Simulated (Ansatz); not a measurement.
The same hydrogen abstraction along the group C, Si, Ge.

Isolated molecules relaxed with PBE0-D4/def2-TZVP in Ansatz; ΔE leaves out vibrations. CCSD(T)/CBS adds triple-zeta CCSD(T) − MP2 to the extrapolated MP2 energy (def2 sets, frozen cores). This one scheme is used for every species. Functionals use def2-TZVPP. No spin–orbit coupling; open shells (•) take unrestricted orbitals. def2 core potentials past Kr. For Ge, I outer-core shells are correlated without core-valence functions, which leaves a few kJ/mol of doubt a bond. Scalar relativity is left out up to krypton.

```csv
reaction,CCSD(T)/CBS(def2) (eV)
`FCI` + `[CH3]`• → `F[CH]I`• + CH₄,-0.25
`F[SiH2]I` + `[SiH3]`• → `F[SiH]I`• + SiH₄,?
`[F][GeH2][I]` + `[GeH3]`• → `[F][GeH][I]`• + GeH₄,-0.13
```

Problem. Fill in the missing values. (An estimate is asked.)

Solution. The calculation gave: `F[SiH2]I` + `[SiH3]`• → `F[SiH]I`• + SiH₄: +0.01 eV.

Largest T1 diagnostic: 0.015, for `F[CH]I`•.
